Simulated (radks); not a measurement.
Mn3+, configuration [Ar] 3d1.5 4s0.5 4p2 (fractional occupations, a model configuration). All-electron calculation, non-relativistic Kohn-Sham, BLYP, spin-polarised, spherical densities, point nucleus; open shells are filled with parallel spins first. Program: a radial shooting solver on a logarithmic mesh with Libxc functionals. Some entries of the table are withheld. Estimate them.

orbital  occ.  eigenvalue (eV)  <r> (bohr)  r(max) (bohr)
1s up       1        -6439.255     0.06157        0.04053
1s down     1        -6439.054     0.06157        0.04053
2s up       1        -800.0418      0.2826         0.2354
2s down     1        -798.8914      0.2823         0.2353
2p up       3        -695.1955      0.2484         0.1896
2p down     3        -694.2319      0.2482         0.1895
3s up       1        -143.8942      0.8251         0.7288
3s down     1        -141.3649      0.8272         0.7302
3p up       3        -113.2187      0.8507         0.7328
3p down     3        -110.7203      0.8532         0.7346
3d up     1.5         -63.6122      0.9045         0.6863
3d down     0         -61.0916      0.9075         0.6901
4s up     0.5         -38.4710         (1)            (2)
4s down     0         -35.5946         (3)            (4)
4p up       2         -30.7314       2.331          2.123

Answer. 
(1) 4s up <r> (bohr): 2.115
(2) 4s up r(max) (bohr): 1.941
(3) 4s down <r> (bohr): 2.118
(4) 4s down r(max) (bohr): 1.919
